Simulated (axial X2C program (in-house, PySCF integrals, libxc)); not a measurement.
The numbers below are computed, except where a source is named.
## SbF⁺: input and output of an EOM-EA-CCSD run

Program: an axial X2C code built on PySCF integrals.

Input and command:
```json
{"zs": [51, 9], "q": 1, "bas": ["dyall-acv3z", "dyall-av3z"], "r0": 2.04, "eom": "ea", "thr": -1.0, "nmax": 92, "grid": [1, 0.96, 1.045, 0.92, 1.09, 1.15]}
```
```bash
python soeom.py task.json out
```

Keys: zs atomic numbers; q charge; bas basis sets; r0 starting distance in Å; eom kind of EOM run; thr threshold in hartree for freezing inner shells (an s shell follows its p shell); nmax most natural virtual spinors; grid distances as factors.

Output at R = 1.852 Å (near the PBE0 minimum at charge 1 of the determinant lowest at the starting distance; the state shown can have its own minimum elsewhere), reference SbF²⁺:

```
two-component X2C + atomic mean field  HF
basis functions 194  fitting functions 986  grid points 5077
iter        total energy     max residual
   1      -6573.961925455     3.75e-01
   2      -6573.992406952     9.83e-03
   3      -6573.993689748     7.34e-03
   4      -6573.994632145     1.79e-03
   5      -6573.994729736     6.37e-04
   6      -6573.994747904     2.68e-04
   7      -6573.994751144     1.12e-04
   8      -6573.994751858     2.58e-05
   9      -6573.994751901     5.29e-06
  10      -6573.994751903     1.89e-06
converged
one-electron -9254.02773202  Coulomb 2731.55341769  exact exchange -178.88969182  xc functional 0.00000000  nuclear repulsion 131.15137139  atomic mean-field constant -3.78211715
correlated 10  virtual 290  natural virtual 92  E(MP2) -0.343993974  MP2 remainder -0.042617347
iter   CCSD correlation   residual
   1     -0.287080606   1.77e-01
   2     -0.298424906   1.14e-01
   3     -0.303057301   3.22e-02
   4     -0.303262418   1.39e-02
   5     -0.303276466   5.80e-03
   6     -0.303364949   2.78e-03
   7     -0.303375079   8.84e-04
   8     -0.303369011   2.93e-04
   9     -0.303378163   1.32e-04
  10     -0.303374148   6.31e-05
  11     -0.303375531   3.30e-05
  12     -0.303375444   1.50e-05
  13     -0.303375251   7.41e-06
  14     -0.303375246   3.19e-06
(T) -0.012649304  T1 0.0442  D1 0.0700  max T2 0.063
EOM-EA-CCSD roots
2*Omega      energy/Eh   energy/eV  one-particle weight
    1      -0.59024944    -16.0615      0.968
    1      -0.45492915    -12.3793      0.963
    1      -0.37040652    -10.0793      0.000
    1      -0.29167286     -7.9368      0.982
    1      -0.25344634     -6.8966      0.074
    3      -0.57454556    -15.6342      0.968
    3      -0.36885990    -10.0372      0.000
    3      -0.30598046     -8.3262      0.402
    3      -0.23706042     -6.4507      0.725
    5      -0.30489574     -8.2966      0.401
    5      -0.23457474     -6.3831      0.561
    7      -0.11330139     -3.0831      0.003
```
T1 in the output is the amplitude norm over the root of the electron number; divide by √2 for the Lee–Taylor value.

Reference electrons by ω block (each with its −ω partner): 1/2: 19, 3/2: 8, 5/2: 2. Root energies count from the CCSD energy of the reference. The reference has large amplitudes (orbital relaxation or multireference character). Roots of positive energy are unbound. The reference need not be the lowest state of its species. All roots sought are printed; those with a small one-particle weight need a further excitation, are placed far too high, and may in truth lie low or lowest. Inner shells are frozen, and levels at this size can be off by some tenths of an eV.
